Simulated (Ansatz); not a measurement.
The cluster Sn6. Total charge 0; singlet. Geometry r2SCAN-D4/def2-SVP, that of the charge +1 doublet.

```xyz
6

Sn    0.273   -0.996    2.158
Sn    1.692   -0.205   -0.548
Sn   -1.742    0.388    0.155
Sn   -0.479   -2.079   -0.587
Sn   -0.285    1.044   -2.272
Sn    0.541    1.847    1.094
```

In the def2 sets Sn takes a core potential; there is no spin–orbit coupling. The structure comes from a short search, and lower isomers may exist.

Task: Estimate the orbital energies around the gap (eV) in Ansatz with PBE-D4/def2-TZVP, PBE0-D4/def2-TZVP, BHLYP-D4/def2-TZVP.

Result: 
| orbital | PBE-D4/def2-TZVP | PBE0-D4/def2-TZVP | BHLYP-D4/def2-TZVP |
| --- | --- | --- | --- |
| HOMO−5 | -5.86 | -6.59 | -7.10 |
| HOMO−4 | -5.66 | -6.37 | -6.84 |
| HOMO−3 | -5.56 | -6.30 | -6.81 |
| HOMO−2 | -5.45 | -6.14 | -6.59 |
| HOMO−1 | -5.19 | -5.92 | -6.47 |
| HOMO | -4.44 | -5.15 | -5.71 |
| LUMO | -3.68 | -3.19 | -2.54 |
| LUMO+1 | -2.96 | -2.46 | -1.80 |
| LUMO+2 | -2.79 | -2.25 | -1.55 |
| LUMO+3 | -2.58 | -2.06 | -1.41 |
| LUMO+4 | -1.64 | -1.03 | -0.39 |
| LUMO+5 | -1.40 | -0.82 | -0.19 |
